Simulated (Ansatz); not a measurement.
These are PBE0-D3(BJ)/def2-SVP in Ansatz (a quantum-chemistry and plane-wave program) values and carry that method's errors. No frequencies were computed at this level.

Ansatz 0.2 input:
```yaml
crystal:
  periodic: [false, false, false]
  atoms:
    - { symbol: Ga, position_ang: [-0.298641, 0.048736, 0.202581] }
    - { symbol: C, position_ang: [-1.426458, -1.412446, -0.661477] }
    - { symbol: H, position_ang: [-1.59298, -1.22949, -1.7278] }
    - { symbol: H, position_ang: [-2.415611, -1.481395, -0.199816] }
    - { symbol: H, position_ang: [-0.968203, -2.401837, -0.564602] }
    - { symbol: C, position_ang: [-0.64772, 1.98552, -0.326785] }
    - { symbol: H, position_ang: [-1.550045, 2.375192, 0.153174] }
    - { symbol: H, position_ang: [-0.795204, 2.099862, -1.405365] }
    - { symbol: H, position_ang: [0.17175, 2.649432, -0.034082] }
    - { symbol: C, position_ang: [0.566494, -0.325472, 2.009614] }
    - { symbol: H, position_ang: [0.962655, -1.343629, 2.076604] }
    - { symbol: H, position_ang: [-0.150366, -0.216313, 2.82837] }
    - { symbol: H, position_ang: [1.390055, 0.363106, 2.223652] }
    - { symbol: N, position_ang: [1.543256, -0.255563, -1.046099] }
    - { symbol: H, position_ang: [2.25903, 0.421295, -0.796679] }
    - { symbol: H, position_ang: [1.327381, -0.146879, -2.033163] }
    - { symbol: H, position_ang: [1.918061, -1.188745, -0.899716] }
basis:
  gaussian: { orbitals: def2-svp }
hamiltonian:
  xc: pbe0
  dispersion: d3bj
relax:
  max_steps: 150
```

Output:

```
Functional definition: PBE0
1636 factors; integrals over basis functions are off by at most 5.5e-4 eV
mean field evaluation 1: about -57137.1294 eV, gradient 8.4e1 eV
mean field evaluation 2: about -57131.8119 eV, gradient 9.4e1 eV
mean field evaluation 4: about -57152.8275 eV, gradient 2.9e0 eV
mean field evaluation 8: about -57152.8581 eV, gradient 9.3e-2 eV
mean field -57152.85816399 eV, -2100.3287979278 hartree, gradient 7.1e-5 eV, S^2 0.000000; 0 other end points of the search recorded, 0 dependent functions left out
reference -57152.85819518 eV, -2100.3287990743 hartree; 34, 34 occupied and 114, 114 virtual orbitals, 1636 factors
relax step   1: F+E_penalty+E_count = -57153.14741424 eV  Δ(F+E_penalty+E_count) = +0.000e0 eV  max|allowed force component| = 7.005e-1 eV/Å  Δτ_max = 0.0000 Å  (25 SCF iters, accepted)
these checks for a lower state are left out or cut short: starts, cluster_reference, orbital_swaps, neighbouring_geometries, increment
1636 factors; integrals over basis functions are off by at most 5.5e-4 eV
mean field evaluation 16: about -57152.8856 eV, gradient 3.8e0 eV
mean field -57152.91548003 eV, -2100.3309042538 hartree, gradient 6.8e-5 eV, S^2 0.000000; 0 other end points of the search recorded, 0 dependent functions left out
reference -57152.91551088 eV, -2100.3309053873 hartree; 34, 34 occupied and 114, 114 virtual orbitals, 1636 factors
relax step   2: F+E_penalty+E_count = -57153.20987068 eV  Δ(F+E_penalty+E_count) = -6.246e-2 eV  max|allowed force component| = 2.384e-1 eV/Å  Δτ_max = 0.0639 Å  (24 SCF iters, accepted)
these checks for a lower state are left out or cut short: starts, cluster_reference, orbital_swaps, neighbouring_geometries, increment
1636 factors; integrals over basis functions are off by at most 5.6e-4 eV
mean field -57152.91951772 eV, -2100.3310526360 hartree, gradient 6.5e-5 eV, S^2 0.000000; 0 other end points of the search recorded, 0 dependent functions left out
reference -57152.91954839 eV, -2100.3310537631 hartree; 34, 34 occupied and 114, 114 virtual orbitals, 1636 factors
relax step   3: F+E_penalty+E_count = -57153.21509595 eV  Δ(F+E_penalty+E_count) = -5.225e-3 eV  max|allowed force component| = 8.443e-2 eV/Å  Δτ_max = 0.0238 Å  (24 SCF iters, accepted)
these checks for a lower state are left out or cut short: starts, cluster_reference, orbital_swaps, neighbouring_geometries, increment
1636 factors; integrals over basis functions are off by at most 5.6e-4 eV
mean field -57152.92096061 eV, -2100.3311056613 hartree, gradient 1.4e-5 eV, S^2 0.000000; 0 other end points of the search recorded, 0 dependent functions left out
reference -57152.92099132 eV, -2100.3311067897 hartree; 34, 34 occupied and 114, 114 virtual orbitals, 1636 factors
relax step   4: F+E_penalty+E_count = -57153.21616344 eV  Δ(F+E_penalty+E_count) = -1.067e-3 eV  max|allowed force component| = 2.716e-2 eV/Å  Δτ_max = 0.0112 Å  (22 SCF iters, accepted)
these checks for a lower state are left out or cut short: starts, cluster_reference, orbital_swaps, neighbouring_geometries, increment
1636 factors; integrals over basis functions are off by at most 5.6e-4 eV
mean field evaluation 32: about -57152.9048 eV, gradient 7.3e-1 eV
mean field -57152.92064995 eV, -2100.3310942445 hartree, gradient 6.6e-5 eV, S^2 0.000000; 0 other end points of the search recorded, 0 dependent functions left out
reference -57152.92068068 eV, -2100.3310953740 hartree; 34, 34 occupied and 114, 114 virtual orbitals, 1636 factors
relax step   5: F+E_penalty+E_count = -57153.21566141 eV  Δ(F+E_penalty+E_count) = +5.020e-4 eV  max|allowed force component| = 8.800e-2 eV/Å  Δτ_max = 0.0144 Å  (25 SCF iters, rejected (line search))
these checks for a lower state are left out or cut short: starts, cluster_reference, orbital_swaps, neighbouring_geometries, increment
1636 factors; integrals over basis functions are off by at most 5.6e-4 eV
mean field -57152.92115764 eV, -2100.3311129021 hartree, gradient 2.0e-5 eV, S^2 0.000000; 0 other end points of the search recorded, 0 dependent functions left out
reference -57152.92118835 eV, -2100.3311140304 hartree; 34, 34 occupied and 114, 114 virtual orbitals, 1636 factors
relax step   6: F+E_penalty+E_count = -57153.21626723 eV  Δ(F+E_penalty+E_count) = -1.038e-4 eV  max|allowed force component| = 3.491e-3 eV/Å  Δτ_max = 0.0068 Å  (21 SCF iters, accepted)
1636 factors; integrals over basis functions are off by at most 5.6e-4 eV
mean field -57152.92115764 eV, -2100.3311129021 hartree, gradient 2.0e-5 eV, S^2 0.000000; 1 other end points of the search recorded, 0 dependent functions left out
reference -57152.92118835 eV, -2100.3311140304 hartree; 34, 34 occupied and 114, 114 virtual orbitals, 1636 factors
Total energy: -57153.21629793 eV, -2100.3419591077 hartree
Atom 0 at    -0.253281     0.040830     0.171747 Å, force    -0.000203     0.000010     0.000119 eV/Å
Atom 1 at    -1.395141    -1.378345    -0.640234 Å, force     0.000930    -0.000019    -0.000335 eV/Å
Atom 2 at    -1.582108    -1.206052    -1.713466 Å, force    -0.000378    -0.000457    -0.000134 eV/Å
Atom 3 at    -2.381395    -1.403722    -0.147625 Å, force    -0.000312     0.000599     0.000535 eV/Å
Atom 4 at    -0.959622    -2.385388    -0.527649 Å, force    -0.000528    -0.000328     0.000062 eV/Å
Atom 5 at    -0.633493     1.936355    -0.317766 Å, force     0.000746    -0.000386    -0.000577 eV/Å
Atom 6 at    -1.539766     2.290595     0.201073 Å, force    -0.000290    -0.000375     0.000773 eV/Å
Atom 7 at    -0.817517     2.063814    -1.397763 Å, force    -0.000509     0.000443     0.000022 eV/Å
Atom 8 at     0.183531     2.618455    -0.028536 Å, force    -0.000098     0.000502    -0.000272 eV/Å
Atom 9 at     0.545752    -0.316896     1.963610 Å, force     0.000655     0.000093    -0.000687 eV/Å
Atom 10 at     0.945866    -1.341064     2.049853 Å, force     0.000232    -0.000014     0.000501 eV/Å
Atom 11 at    -0.218230    -0.208497     2.751380 Å, force    -0.000928    -0.000068    -0.000142 eV/Å
Atom 12 at     1.357212     0.387875     2.211280 Å, force    -0.000161     0.000081     0.000728 eV/Å
Atom 13 at     1.533676    -0.251988    -1.040583 Å, force     0.001991    -0.000343    -0.001336 eV/Å
Atom 14 at     2.263241     0.414068    -0.788627 Å, force     0.001425     0.002685     0.002290 eV/Å
Atom 15 at     1.330831    -0.128945    -2.032094 Å, force    -0.002313     0.001067    -0.002813 eV/Å
Atom 16 at     1.913898    -1.189720    -0.916190 Å, force    -0.000259    -0.003491     0.001267 eV/Å
Dipole moment:     0.795792    -0.130410    -0.539859 e Å
```

Cost: around 80 core-seconds (rough).
